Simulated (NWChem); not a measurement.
# A calculation on F2Si

```xyz
3

Si     0.0000     0.0000    -0.5881
F     -1.2465     0.0000     0.4574
F      1.2465     0.0000     0.4574
```
Charge 0, spin multiplicity 1.

The numbers come from NWChem runs, not from measurements. Structure: optimised with PBE0/def2-SVP, a minimum by its harmonic frequencies.

Symmetry labels belong to the abelian group C2v used in the runs, with the axes of the coordinates shown.

The structure started from a generated list of species.

Question: List the lowest 6 singlet excitations that TD-PBE/def2-SVPD gives, with oscillator strengths.

Answer: 
```tsv
state	symmetry	energy (eV)	wavelength (nm)	f
1	b2	5.37	231	0.135
2	a2	6.89	180	0.000
3	b1	7.54	164	0.113
4	a1	7.91	157	0.142
5	b2	8.20	151	0.019
6	b1	8.23	151	0.287
```
